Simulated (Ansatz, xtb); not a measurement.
**C3H7GeNSi: 4 structures ranked**

4 gas-phase structures of C3H7GeNSi, from a drawn sample of its isomers (lower ones may exist). Each was relaxed with GFN2-xTB; where two conformers were screened, the lower at r2SCAN-D4/def2-SVP is listed:

A. `C=C[SiH2][GeH2][C]#N`, a singlet
B. `C=[CH][Ge@@H]([SiH3])[C]#N`, a singlet
C. `C=[CH][GeH2][SiH2]C#N`, a singlet
D. `C=C[Si@@H]([GeH3])C#N`, a singlet

Question: Make a reasoned guess at their ranking by r2SCAN-D4/def2-SVP single-point energy.

Answer: Calculated order at r2SCAN-D4/def2-SVP: D (0.0), A (15.3), C (15.5), B (25.3) kJ/mol. Less than 1 kcal/mol parts A and C, so the order within that pair means little.

Energies above the lowest of each column, in kJ/mol; the last columns are at PBE0-D3(BJ)/def2-SVP geometries:

| structure | GFN2-xTB | HF/STO-3G | r2SCAN-D4/def2-SVP | PBE0-D3(BJ)/def2-SVP | CCSD(T)/def2-SVP + ΔMP2/def2-TZVPP |
| --- | --- | --- | --- | --- | --- |
| D | 24.4 | 0.0 | 0.0 | 0.0 | 0.0 |
| A | 0.9 | 11.5 | 15.3 | 16.3 | 12.7 |
| C | 16.4 | 18.1 | 15.5 | 17.0 | 14.1 |
| B | 0.0 | 15.2 | 25.3 | 28.5 | 19.8 |

CCSD(T)/def2-SVP + ΔMP2/def2-TZVPP puts D lowest; GFN2-xTB picks B. Flexible structures stand in one conformer each, not always the lowest. ΔMP2 is the change of the MP2 energy from the smaller to the larger basis.

Over these structures GFN2-xTB departs from r2SCAN-D4/def2-SVP by 16.2 kJ/mol on average once a common shift is removed. A GFN2-xTB relaxation took about 0.48 s and the r2SCAN-D4/def2-SVP energy about 6.5 s on a shared host (Ansatz 0.2.0, xtb 6.7.1).
